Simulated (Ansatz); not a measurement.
`CC1=CC(C(F)(F)F)=[O+][Ti-]([CH3])([F])([F])[O]1`, relaxed with RKS PBE-D4/def2-SVP in the Gaussian-basis code of Ansatz from a rough embedded geometry. The force threshold is 0.03 eV/Å; the program also tests the step.

Charge 0, multiplicity 1.

Start:

```xyz
21

C    -2.295    2.060    0.880
C    -1.247    1.078    0.468
C    -0.116    1.000    1.163
C     1.009    0.091    0.836
C     2.165    0.332    1.915
F     1.588    0.000    3.144
F     3.184   -0.512    1.580
F     2.536    1.600    1.783
O     1.220   -0.712    0.060
Ti   -0.507   -1.035   -1.584
C     0.810   -2.411   -2.517
F    -0.475    0.191   -3.405
F    -1.832   -2.561   -1.036
O    -1.619    0.370   -0.617
H    -1.943    2.599    1.842
H    -3.239    1.500    1.291
H    -2.483    2.824    0.206
H    -0.069    1.645    2.033
H     0.974   -3.315   -1.909
H     1.842   -1.989   -2.635
H     0.499   -2.755   -3.499
```

Task: By how much does the energy fall, and how many steps does the optimiser take? (An estimate is asked.)

Result: The calculation gave: 120.69 kcal/mol, in 41 steps, 6 of them rejected.

Task: Which bonds change most? (Best estimate.)

Result: Ansatz gave: Ti10–F12 from 2.195 to 1.762 Å; Ti10–F13 from 2.094 to 1.751 Å; O9–Ti10 from 2.406 to 2.065 Å; C4–O9 from 1.136 to 1.270 Å.

Task: Give the relaxed structure. (Best estimate.)

Result: Computed: 
```xyz
21

C    -2.081    2.324    0.461
C    -1.153    1.150    0.335
C     0.016    1.050    1.118
C     0.814   -0.102    1.039
C     2.050   -0.251    1.949
F     1.878   -1.285    2.794
F     3.144   -0.489    1.203
F     2.273    0.861    2.684
O     0.607   -1.094    0.273
Ti   -0.779   -1.461   -1.212
C     0.925   -1.584   -2.397
F    -1.848   -1.310   -2.605
F    -1.217   -3.011   -0.526
O    -1.502    0.248   -0.518
H    -1.721    3.074    1.188
H    -3.085    1.964    0.767
H    -2.210    2.799   -0.534
H     0.279    1.847    1.822
H     1.782   -2.017   -1.848
H     1.156   -0.537   -2.693
H     0.673   -2.176   -3.299
```
